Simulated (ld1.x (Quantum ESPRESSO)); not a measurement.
Logarithmic derivatives: antimony (Sb), TM

```json
{"Element": "Sb", "Generator": "ld1.x (Quantum ESPRESSO) 7.5", "Type": "norm-conserving Troullier–Martins (Kleinman–Bylander form)", "Functional": "LDA (PZ)", "Relativity": "fully relativistic", "Frozen core": "[Ar] 3d10", "Valence charge": "23", "Reference configuration": "4s2 4p6 4d10 5s2 5p3", "Partial waves": "4s (bound): rc 1.84 bohr; 4p (bound): rc 1.40 bohr; 4d (bound): rc 1.20 bohr", "Local potential": "all-electron potential smoothed inside 1.40 bohr (lloc = -2)", "Core correction": "none"}
```

Open shells are filled in proportion to 2j + 1 (rel_dist='average').

Occupied shells without a wave of their own: 5p, 5s. They enter only through the test configuration that unscreens the potential.

The phase is arctan(r·u′/u) with u = r·R(r), unwrapped; energies in Ry, scanned from -13 to 5 Ry. A pole is an energy at which the radial function vanishes at the test radius. The pseudo phase is shifted by a multiple of π to meet the all-electron one at the reference energy, and phase errors are pseudo minus all-electron; the curves can meet again beyond the range given. Levels narrower than the energy grid can be missing from the lists of poles.

| channel | radius (bohr) | reference energy (Ry) | poles, all-electron | poles, pseudo | unbroken range about the reference energy with phases within 0.05 rad | phase error 1 Ry above the reference energy (rad) |
| --- | --- | --- | --- | --- | --- | --- |
| s | 1.99 | -10.90 | -10.87, 3.23 | -10.87, 1.91 | below -2.8 | -0.000 |
| p1/2 | 1.99 | -7.90 | -7.84, 4.87 | -7.84 | below -0.5 | +0.000 |
| p3/2 | 1.99 | -7.27 | -7.18 | -7.18 | below 0.0 | +0.000 |
| d3/2 | 1.99 | -2.52 | -2.20 | -2.20 | below 1.9 | +0.001 |
| d5/2 | 1.99 | -2.43 | -2.09 | -2.09 | below 2.0 | +0.001 |

A Bessel basis up to 400 Ry misses an occupied level by 0.02 Ry, so cutoffs and ghosts were not judged. The potential misses its own reference levels by up to 2.6 eV, so it is not fit for use.

Phases in the s channel:

```tsv
E (Ry)	all-electron	pseudo
-13.00	1.414	1.413
-12.04	1.402	1.402
-11.08	1.332	1.332
-10.12	-1.736	-1.736
-9.16	-1.755	-1.755
-8.20	-1.771	-1.772
-7.24	-1.791	-1.792
-6.28	-1.816	-1.818
-5.32	-1.850	-1.855
-4.36	-1.902	-1.911
-3.40	-1.990	-2.015
-2.44	-2.174	-2.264
-1.48	-2.716	-3.159
-0.52	-3.874	-4.234
0.44	-4.387	-4.543
1.40	-4.567	-4.669
2.36	-4.658	-4.745
3.32	-4.717	-4.807
4.28	-4.764	-4.871
```
